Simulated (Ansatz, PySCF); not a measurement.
C3H7N, SMILES C/C=N\C. Atoms are numbered in the order given.

```xyz
11

C     -1.3879     0.3690     0.7072
C     -0.7051    -0.2919    -0.4587
N      0.5276    -0.3623    -0.7663
C      1.5559     0.2427     0.0399
H     -0.7057     0.8716     1.4049
H     -1.9712    -0.3810     1.2681
H     -2.1175     1.1094     0.3374
H     -1.3990    -0.7969    -1.1576
H      1.2284     0.7788     0.9515
H      2.1267     0.9487    -0.5871
H      2.2744    -0.5387     0.3408
```
Charge 0, spin multiplicity 1.

Geometry: r2SCAN-D4/def2-SVP. The structure was generated by enumeration; whether it is a known compound was not checked.

Two levels are set side by side: PBE-D3(BJ)/def2-SVP (Ansatz, a program for electronic structure) and r2SCAN-D4/def2-SVP (Ansatz). Each level has its own optimised geometry; the coordinates shown are those of the second. Frequencies come from the Hessian of PySCF at each geometry. Differences are taken from unrounded values.

```tsv
quantity	r2SCAN-D4	PBE-D3(BJ)	PBE-D3(BJ) minus r2SCAN-D4
mean bond length (Å)	1.194	1.201	0.007
bond C1–C2 (Å)	1.504	1.509	0.005
bond C2–N3 (Å)	1.272	1.280	0.007
bond N3–C4 (Å)	1.440	1.443	0.004
bond C1–H5 (Å)	1.098	1.106	0.008
bond C1–H6 (Å)	1.103	1.111	0.008
bond C1–H7 (Å)	1.103	1.111	0.008
bond C2–H8 (Å)	1.107	1.114	0.007
bond C4–H9 (Å)	1.107	1.116	0.009
bond C4–H10 (Å)	1.103	1.111	0.008
bond C4–H11 (Å)	1.103	1.111	0.008
highest harmonic wavenumber (cm⁻¹)	3167	3091	-76
mean harmonic wavenumber (cm⁻¹)	1554	1514	-41
zero-point energy (kcal/mol)	60.00	58.43	-1.57
```
